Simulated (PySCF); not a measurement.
A calculated (r2SCAN, PySCF 2.14, ANO-RCC-VTZP, the spin-free X2C one-electron Hamiltonian (Gaussian nucleus)) atom or ion has these occupied shells.

| shell | electrons | orbital energy (eV) | rms radius, mean of both spins (bohr) |
| --- | --- | --- | --- |
| 1s β | 1 | -78229.2 | 0.0194 |
| 1s α | 1 | -78229.2 | 0.0194 |
| 2s α | 1 | -13780.4 | 0.0782 |
| 2s β | 1 | -13780.2 | 0.0782 |
| 2p α | 3 | -11993.7 | 0.0716 |
| 2p β | 3 | -11993.6 | 0.0716 |
| 3s α | 1 | -3258.4 | 0.200 |
| 3s β | 1 | -3258.4 | 0.200 |
| 3p α | 3 | -2732.7 | 0.202 |
| 3p β | 3 | -2732.7 | 0.202 |
| 3d α | 5 | -2138.1 | 0.184 |
| 3d β | 5 | -2138.0 | 0.184 |
| 4s α | 1 | -715.73 | 0.441 |
| 4s β | 1 | -715.60 | 0.441 |
| 4p α | 3 | -541.44 | 0.470 |
| 4p β | 3 | -541.33 | 0.470 |
| 4d α | 5 | -322.61 | 0.503 |
| 4d β | 5 | -322.47 | 0.503 |
| 5s α | 1 | -115.52 | 1.01 |
| 5s β | 1 | -114.12 | 1.01 |
| 4f α | 7 | -82.799 | 0.570 |
| 4f β | 7 | -82.565 | 0.570 |
| 5p α | 3 | -69.813 | 1.17 |
| 5p β | 3 | -68.081 | 1.17 |
| 5d α | 5 | -17.329 | 1.73 |
| 5d β | 3 | -16.644 | 1.73 |
| 6s β | 1 | -14.235 | 2.85 |

Task: Name the element and its charge.

Result: Pt+ (platinum, charge +1), in [Xe] 4f14 5d8 6s1, 6s spin antiparallel (an excited configuration).
